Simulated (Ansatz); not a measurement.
Coupled-cluster run, AlH$_{8}$NSi$_{2}$ (`[AlH2][N]([SiH3])[SiH3]`).

```yaml
crystal:
  periodic: [false, false, false]
  atoms:
    - {symbol: Al, position_ang: [-0.895033, 1.711504, -0.255884]}
    - {symbol: N, position_ang: [-0.067057, 0.135877, -0.018245]}
    - {symbol: Si, position_ang: [-0.153202, -0.703703, 1.501565]}
    - {symbol: Si, position_ang: [0.846700, -0.600979, -1.300512]}
    - {symbol: H, position_ang: [-0.771086, 2.406524, -1.669316]}
    - {symbol: H, position_ang: [-1.700902, 2.314686, 0.961907]}
    - {symbol: H, position_ang: [1.205940, -0.894220, 2.078799]}
    - {symbol: H, position_ang: [-0.761362, -2.051451, 1.326694]}
    - {symbol: H, position_ang: [-0.980328, 0.085975, 2.449009]}
    - {symbol: H, position_ang: [0.799372, 0.274736, -2.498937]}
    - {symbol: H, position_ang: [0.288655, -1.936854, -1.648031]}
    - {symbol: H, position_ang: [2.265204, -0.797396, -0.892949]}
basis:
  gaussian: {orbitals: def2-SVP}
correlation: {method: ccsd_t}
```

```sh
$ ansatz run in.yaml --threads 4 --pin off --events-out ev --progress --plain --max-ram 10444MiB
```

Log, shortened:

```
Functional definition: HF
1040 factors; integrals over basis functions are off by at most 1.1e-3 eV
mean field evaluation 1: about -23906.1512 eV, gradient 3.4e1 eV
mean field evaluation 2: about -23906.1555 eV, gradient 3.4e1 eV
mean field evaluation 4: about -23909.3014 eV, gradient 3.7e0 eV
mean field evaluation 8: about -23909.3534 eV, gradient 6.3e-5 eV
mean field -23909.35336911 eV, -878.6525299732 hartree, gradient 6.8e-7 eV, S^2 0.000000; 0 other end points of the search recorded, 0 dependent functions left out
16 core orbitals not correlated: weight in the atoms' cores, before any rotation towards them, 1.000 or more for the frozen orbitals, at most 0.000 for the correlated occupied ones
reference -23909.35336911 eV, -878.6525299732 hartree; 12, 12 occupied and 80, 80 virtual orbitals, 1040 factors
second order -11.94384507 eV of doubles, -0.00000000 eV of singles
cycle   1  -13.05693224 eV  change    -1.1e0 eV  update   9.8e-2
cycle   2  -13.57642826 eV  change   -5.2e-1 eV  update   3.0e-2
cycle   3  -13.66230209 eV  change   -8.6e-2 eV  update   1.4e-2
cycle   4  -13.65561285 eV  change    6.7e-3 eV  update   3.9e-3
cycle   5  -13.65533184 eV  change    2.8e-4 eV  update   1.6e-3
cycle   6  -13.65521447 eV  change    1.2e-4 eV  update   5.4e-4
cycle   7  -13.65513047 eV  change    8.4e-5 eV  update   2.0e-4
cycle   8  -13.65519086 eV  change   -6.0e-5 eV  update   5.5e-5
cycle   9  -13.65519870 eV  change   -7.8e-6 eV  update   1.5e-5
perturbative correction -0.35357129 eV, -0.0129935052 hartree
Total energy: -23923.36213910 eV, -879.1673427747 hartree
```

It took 1.9 s on 4 threads of an Intel Xeon 6975P-C on a shared host, with 0.44 GiB of host memory at the peak.

The correlation energy is -14.009 eV, 2.5 % of it from (T); the T1 diagnostic reads 0.0127.
